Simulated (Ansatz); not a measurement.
Cost and result up the ladder for Au4Cl3 (7 atoms). The state is a doublet with charge 0. Geometry: r2SCAN-D4/def2-SVP.

```
atom   x (Å)   y (Å)   z (Å)
 Au1  -3.136   1.617  -0.547
 Au2  -1.860  -0.435   0.415
 Au3  -0.552   1.682  -0.827
 Au4   1.056  -0.543   0.185
 Cl5  -0.464  -2.206   1.213
 Cl6   3.125  -1.622   0.528
 Cl7   1.831   1.508  -0.966
```

Ansatz on 4 threads of Arm Neoverse V1 on a shared host. Times are rough, and most runs start from the orbitals of an earlier one. r2SCAN0-D4/def2-TZVP serves as the yardstick here, not as an exact answer. Differences are given only for rows in sets of like size (and for xTB, whose basis is part of the method), since another set adds its own error. Binding counts from free atoms at the same level (Au doublet, Cl doublet; other spins of the atoms weren't run), without zero-point energy or a counterpoise term.

In the def2 sets Au takes a core potential; there is no spin–orbit coupling. B3LYP takes the VWN-RPA correlation. Correlated methods freeze 15 core orbitals; core or outer-core shells of Au are correlated, in sets that lack core-valence functions. No other spin state of charge 0 was run. Another isomer (doublet) lies 0.77 eV lower at PBE0-D4/def2-TZVP; other spin states weren't run for this one.

Correlated methods converge slowly with the basis.

```tsv
level	functions	binding energy per atom (eV)	difference from r2SCAN0-D4/def2-TZVP (eV)
B3LYP-D4/def2-TZVP	271	1.86	-0.09
r2SCAN-D4/def2-TZVP	271	2.12	0.17
RPA@PBE/def2-TZVP	271	1.71	-0.25
BLYP-D4/def2-TZVP	271	1.93	-0.02
PBE0-D4/def2-SVP	182	1.91	–
PBE-D4/def2-TZVP (with forces)	271	2.11	0.15
PBE0-D4/def2-TZVP	271	1.96	0.00
PBE-D4/def2-SVP	182	2.07	–
MP2/def2-TZVP	271	2.06	0.10
r2SCAN0-D4/def2-TZVP	271	1.96	0.00
```

(1) Estimate how long each takes.

## Answers

(1) PBE-D4/def2-SVP 9.5 s; PBE0-D4/def2-SVP 16 s; BLYP-D4/def2-TZVP 17 s; PBE-D4/def2-TZVP (with forces) 18 s; B3LYP-D4/def2-TZVP 28 s; PBE0-D4/def2-TZVP 31 s; r2SCAN-D4/def2-TZVP 37 s; MP2/def2-TZVP 38 s; RPA@PBE/def2-TZVP 41 s; r2SCAN0-D4/def2-TZVP 47 s. On shared hardware such times vary by a factor of up to 3.
